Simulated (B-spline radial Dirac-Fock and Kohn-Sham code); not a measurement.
Relativistic shifts of the levels of Os⁴⁺

System: osmium as Os⁴⁺, 1s2 2s2 2p6 3s2 3p6 3d10 4s2 4p6 4d10 4f14 5s2 5p6 5d4.

Both columns are ΔSCF binding energies of the configuration average from a radial B-spline solver: non-relativistic Hartree-Fock with a point nucleus, and Dirac-Fock with a finite nucleus and the Coulomb interaction alone, averaged over the two j levels with weights 2j+1.

```
shell  Hartree-Fock (eV)  Dirac-Fock (eV)  shift (eV)  shift (%)
   1s            67932.1          74309.8    +6377.65      +9.39
   2s            11383.6          13083.0    +1699.39     +14.93
   2p            10905.2          11473.2     +567.98      +5.21
   3s             2705.7           3127.5     +421.83     +15.59
   3p             2482.4           2641.1     +158.69      +6.39
   3d             2070.5           2052.7      -17.82      -0.86
   4s              621.1            725.6     +104.45     +16.82
   4p              525.6            562.5      +36.96      +7.03
   4d              351.5            346.5       -5.01      -1.42
   4f              120.4            108.9      -11.42      -9.49
   5s              133.3            151.5      +18.20     +13.66
   5p              101.1            105.9       +4.82      +4.77
   5d              55.27            53.83       -1.43      -2.60
```

Relativity binds 1s, 2s, 2p, 3s, 3p, 4s, 4p, 5s, 5p more strongly, among those listed most of all 4s in relative terms, and 3d, 4d, 4f, 5d more weakly, because the contracted s and p shells screen the nucleus better.

Values without a named source are computed, but for edge energies of neutral atoms, which are taken from tables.
